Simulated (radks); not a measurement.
Results of a calculation; reference values are marked as such.
Q: Pt3+, 75 electrons, occupied as [Xe] 4f14 5d5.5 6s1.5 (fractional occupations, a model configuration). Level of theory: scalar-relativistic Kohn-Sham, r2SCAN, spin-polarised, spherical densities, finite nucleus; open shells are filled with parallel spins first (spin-orbit coupling, left out, can overturn this in heavy ions); meta-GGA in the generalised Kohn-Sham scheme; Fermi nuclear charge, rms radius 5.427 fm (a radial shooting solver on a logarithmic mesh with Libxc functionals). Some entries of the table are withheld. Estimate them.

orbital,occ.,eigenvalue (hartree),r(max) (bohr)
1s down,1,-2886.245,0.01062
1s up,1,-2886.245,0.01062
2s up,1,-509.3642,0.06120
2s down,1,-509.3435,0.06120
2p up,3,-441.6179,0.05059
2p down,3,-441.6016,0.05059
3s up,1,-121.2247,0.1724
3s down,1,-121.2217,0.1724
3p up,3,-101.4073,0.1716
3p down,3,-101.4027,0.1716
3d up,5,-79.86167,0.1400
3d down,5,-79.84907,0.1400
4s up,1,-27.49973,0.3898
4s down,1,-27.48230,0.3899
4p up,3,-20.97104,0.4098
4p down,3,-20.95580,0.4099
4d up,5,-12.99865,0.4181
4d down,5,-12.98028,0.4183
5s up,1,-5.38886,0.8704
5s down,1,-5.26817,0.8658
4f up,7,-4.15764,0.3861
4f down,7,-4.13010,0.3860
5p up,3,-3.66690,0.9753
5p down,3,-3.51401,0.9675
5d up,5,(1),1.208
5d down,0.5,(2),1.193
6s up,1,-1.31917,2.042
6s down,0.5,-1.20114,2.119

A: 
(1) 5d up eigenvalue (hartree): -1.66551
(2) 5d down eigenvalue (hartree): -1.48606
